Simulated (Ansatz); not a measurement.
Geometry optimisation of AlF6²⁻, that is [AlF6]3- with one electron fewer.

```yaml
crystal:
  periodic: [false, false, false]
  atoms:
    - {symbol: Al, position_ang: [0.000074, -0.000019, 0.000101]}
    - {symbol: F, position_ang: [-0.020316, -0.010859, 1.897122]}
    - {symbol: F, position_ang: [0.020484, 0.010967, -1.897060]}
    - {symbol: F, position_ang: [1.897035, 0.005942, 0.020125]}
    - {symbol: F, position_ang: [-1.896854, -0.006232, -0.020470]}
    - {symbol: F, position_ang: [-0.006549, 1.896703, 0.010680]}
    - {symbol: F, position_ang: [0.006125, -1.896502, -0.010498]}
basis:
  gaussian: {orbitals: def2-SVPD}
total_charge: -2
magnetization: {spin_polarized: true, initial_magnetization: 1}
hamiltonian: {xc: r2scan, dispersion: d4}
scf: {lower_state_search: "off"}
output: {orbitals: {seedname: orbitals}}
relax: {f_tol: 0.02, max_steps: 100}
```

```sh
$ ansatz run in.yaml --threads 4 --pin off --events-out ev --progress --plain --max-ram 4787MiB
```

Shortened log:

```
Functional definition: r2SCAN
mean field -22883.75319372 eV, -840.9624187042 hartree, gradient 1.9e-6 eV, S^2 0.753043; 0 other end points of the search recorded, 0 dependent functions left out
relax step   1: F+E_penalty+E_count = -22883.79164940 eV  Δ(F+E_penalty+E_count) = +0.000e0 eV  max|allowed force component| = 7.696e-1 eV/Å  Δτ_max = 0.0000 Å  (89 SCF iters, accepted)
mean field -22883.84274885 eV, -840.9657097944 hartree, gradient 1.7e-6 eV, S^2 0.753026; 0 other end points of the search recorded, 0 dependent functions left out
relax step   2: F+E_penalty+E_count = -22883.88143184 eV  Δ(F+E_penalty+E_count) = -8.978e-2 eV  max|allowed force component| = 4.655e-1 eV/Å  Δτ_max = 0.0244 Å  (28 SCF iters, accepted)
mean field -22883.88765385 eV, -840.9673600229 hartree, gradient 2.6e-6 eV, S^2 0.753005; 0 other end points of the search recorded, 0 dependent functions left out
relax step   3: F+E_penalty+E_count = -22883.92665831 eV  Δ(F+E_penalty+E_count) = -4.523e-2 eV  max|allowed force component| = 4.840e-2 eV/Å  Δτ_max = 0.0351 Å  (24 SCF iters, accepted)
mean field -22883.88811809 eV, -840.9673770832 hartree, gradient 2.5e-6 eV, S^2 0.753007; 0 other end points of the search recorded, 0 dependent functions left out
relax step   4: F+E_penalty+E_count = -22883.92709476 eV  Δ(F+E_penalty+E_count) = -4.364e-4 eV  max|allowed force component| = 7.054e-4 eV/Å  Δτ_max = 0.0031 Å  (26 SCF iters, accepted)
Total energy: -22883.92711174 eV, -840.9688100734 hartree
Atom 0 at     0.000005    -0.000034     0.000033 Å, force    -0.000041     0.000348    -0.000319 eV/Å
Atom 1 at    -0.017795    -0.008530     1.840905 Å, force    -0.000002    -0.000036    -0.000578 eV/Å
Atom 2 at     0.017892     0.008607    -1.840880 Å, force    -0.000089    -0.000118     0.000705 eV/Å
Atom 3 at     1.840862     0.004059     0.021601 Å, force    -0.000568    -0.000062     0.000112 eV/Å
Atom 4 at    -1.840857    -0.004080    -0.021692 Å, force     0.000583     0.000008     0.000052 eV/Å
Atom 5 at    -0.008054     1.840902     0.012291 Å, force     0.000026    -0.000472     0.000049 eV/Å
Atom 6 at     0.007945    -1.840924    -0.012258 Å, force     0.000091     0.000333    -0.000021 eV/Å
Dipole moment:     0.000000     0.000012    -0.000004 e Å
Checks for a lower state left out: stability, starts, cluster_reference, orbital_swaps, neighbouring_geometries, increment
```

Hardware: 4 threads of Intel Xeon on a shared host. Wall time 37 s.

A multiply charged anion in the gas phase is held together partly by the finite basis. Removing one electron lowers the energy by 3.73 eV at PBE0-D4/def2-TZVPD, so it isn't bound. The highest occupied level of the relaxed charge -2 doublet lies above zero (up to 1.65 eV). The electron is either unbound and held by the finite basis, or the level is raised by self-interaction error.
